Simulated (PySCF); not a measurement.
A structure optimised at PBE-D3(BJ)/def2-SVP, used in a PySCF frequency run:

```xyz
4

Si     0.4990    -0.7237     0.0000
Br    -0.0550     0.4178    -1.8479
Br    -0.0550     0.4178     1.8479
F     -0.3486    -2.1239     0.0000
```
Charge 0, spin multiplicity 2.

**Question.** Write its SMILES, formula and point group.

**Answer.** F[Si](Br)Br, Br2FSi, Cs

**Question.** What are its rotational constants (standard atomic weights)?

**Answer.** 3.6648, 0.90979, 0.75000 GHz
